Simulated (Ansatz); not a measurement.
Species: bromo(dichloro)borane, sum formula BBrCl2, charge 0, multiplicity 1. 
Coordinates optimised at B3LYP-D3(BJ)/def2-TZVP (Ansatz, a quantum-chemistry and plane-wave program):
```xyz
4

B     -0.5043     0.0325     0.0028
Cl    -1.4687    -1.4185     0.0298
Cl    -1.2747     1.5953    -0.0144
Br     1.4046    -0.0905    -0.0079
```

Wanted: vertical triplet-singlet gap (E(triplet) - E(singlet); each state is the SCF solution reached for its spin), in kcal/mol. Correlated levels leave the core frozen unless marked. UHF or UKS for open shells. Spin-orbit coupling is left out. The frozen core is the preceding noble-gas configuration, with the filled d and f shells of earlier blocks. No relativistic terms. Basis-set limits of correlation are two-point, X^-3; Hartree-Fock from the larger set. The bracket is a focal-point correction in the basis named.

| level | program | vertical triplet-singlet gap (kcal/mol) |
|---|---|---|
| HF/def2-SVPD | Ansatz | 123.9 |
| HF/def2-QZVPPD | Ansatz | 122.5 |
| SVWN5/def2-TZVPD | Ansatz | 108.8 |
| r2SCAN/def2-TZVPD | Ansatz | 110.6 |
| B3LYP/def2-TZVPD | Ansatz | 114.9 |
| PBE0/def2-TZVPD | Ansatz | 115.7 |
| CAM-B3LYP/def2-TZVPD | Ansatz | 121.5 |
| wB97M-V/def2-TZVPD | Ansatz | 127.3 |
| wB97X-V/def2-TZVPD | Ansatz | 127.5 |
| B2PLYP/def2-TZVPD | Ansatz | 123.5 |
| MP2/def2-SVPD | Ansatz | 136.2 |
| MP2/def2-TZVPPD | Ansatz | 135.1 |
| RI-MP2/def2-TZVPPD | Ansatz | 135.1 |
| RI-MP2/def2-QZVPPD | Ansatz | 135.7 |
| RI-MP2/CBS(def2-TZVPPD,def2-QZVPPD) | Ansatz | 136.2 |
| SCS-MP2/def2-SVPD | Ansatz | 136.3 |
| CCSD/def2-SVPD | Ansatz | 129.8 |
| CCSD/def2-TZVPPD | Ansatz | 129.0 |
| CCSD(T)/def2-SVPD | Ansatz | 129.6 |
| RI-MP2/CBS(def2-TZVPPD,def2-QZVPPD)+[CCSD(T)-MP2]/def2-SVPD | Ansatz | 129.7 |
| RI-MP2/CBS(def2-TZVPPD,def2-QZVPPD)+[CCSD(T)-MP2]/def2-TZVPPD | Ansatz | 129.9 |
